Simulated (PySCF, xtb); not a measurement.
ethylene carbonate (C3H4O3), SMILES O=C1OCCO1.

GFN2-xTB (xtb) at its own geometry gives an orbital gap of 6.32 eV and a dipole moment of 5.79 D.

Geometry: B3LYP-D3(BJ)/def2-SVP. One conformer was computed; it need not be the lowest.

What does PBE/def2-TZVP run with PySCF give? (An estimate is asked for; the answer gives what the named calculation found.)

gap 6.72 eV (levels -6.99 and -0.27 eV), dipole 5.10 D.
